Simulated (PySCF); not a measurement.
**Simulated absorption spectrum**

Compound: C2H10BrNSi2.
Geometry (PBE0-D3(BJ)/def2-SVP, Å), atoms numbered from 1 in this order:
```
atom  x, y, z in Å
C1     1.4877    3.3604    0.1097
N2     1.7682    1.9580   -0.0652
C3     0.6416    1.0969    0.1983
Si4    3.1170    1.4045   -1.0108
Si5    5.0193    2.6726   -0.4822
Br6    6.7431    1.6795   -1.5102
H7     0.7251    3.7437   -0.5986
H8     2.3963    3.9672   -0.0330
H9     1.1171    3.5624    1.1317
H10   -0.2000    1.2579   -0.5060
H11    0.9368    0.0391    0.1292
H12    0.2521    1.2656    1.2193
H13    2.9450    1.4614   -2.5052
H14    3.3767   -0.0213   -0.6475
H15    5.2983    2.6855    0.9848
H16    4.9655    4.0862   -0.9633
```

Method: PySCF, TDDFT CAM-B3LYP/def2-SVPD, vertical, gas phase, core orbitals frozen in the response. The CAM-B3LYP/def2-SVPD calculation is non-relativistic and has no spin–orbit coupling, an omission that weighs most on bromine.

Computed states:

```
state  E (eV)       f
   S1    5.10  0.0017
   S2    6.00   0.042
   S3    6.19   0.019
   S4    6.31   0.012
   S5    6.42   0.016
   S6    6.46   0.034
   S7    6.84  0.0041
   S8    7.19  0.0036
   S9    7.26   0.072
  S10    7.38   0.039
```

Broadening: Gaussians 0.25 eV wide at half height, area fixed by f = 4.319×10⁻⁹ ∫ε dν̃. The width is an assumption, not a result. The curve ends short of the highest state used, and states not computed would add to its high-energy end.

Q: Give the broadened spectrum and its maxima.

A: 
E (eV), ε (L mol⁻¹ cm⁻¹) and a bar:
```
     4.73          0 
     4.80          3 
     4.87         16 
     4.94         55 
     5.01        122 #
     5.08        176 #
     5.15        164 #
     5.22         99 
     5.30         33 
     5.37          8 
     5.44          1 
     5.51          0 
     5.58          2 
     5.65         20 
     5.72        142 #
     5.79        651 ###
     5.86       1937 ##########
     5.93       3784 ###################
     6.00       5001 #########################
     6.07       4865 ########################
     6.14       4167 #####################
     6.22       3879 ###################
     6.29       4375 ######################
     6.36       5413 ###########################
     6.43       5996 ##############################
     6.50       5006 #########################
     6.57       2908 ###############
     6.64       1188 ######
     6.71        483 ##
     6.78        413 ##
```

Maxima: 243 nm (5.10 eV), ε about 180, made up of S1 (100%); 206 nm (6.02 eV), ε about 5100, made up of S2 (87%) and S3 (12%); 193 nm (6.43 eV), ε about 6000, made up of S4 (12%), S5 (29%) and S6 (57%) (ε in L mol⁻¹ cm⁻¹; maxima over ε = 5, shares over 10%). At its high-energy end, 6.78 eV, the curve is still rising (ε about 410, from S7).

Q: What would ε be at 6.43 eV, the highest of these maxima, with half the width (0.125 eV)?

A: About 9580 L mol⁻¹ cm⁻¹ against 6000, a factor of about 1.6; a lone state at its own centre would give exactly 2.

Q: On this curve, what absorbance would a 10⁻³ mol/L sample give at 193 nm over a 1 cm path?

A: 193 nm is 6.424 eV, where ε is about 6000 L mol⁻¹ cm⁻¹, so A = ε c l ≈ 6 (Beer–Lambert, with the gas-phase spectrum and the assumed width).

Q: Coming from long wavelengths, where does ε first pass 100 L mol⁻¹ cm⁻¹?

A: At about 249 nm (4.99 eV), 0.11 eV below S1.

All these states lie below the vertical ionisation energy of 8.45 eV (ΔSCF).

One conformer stands for the species.
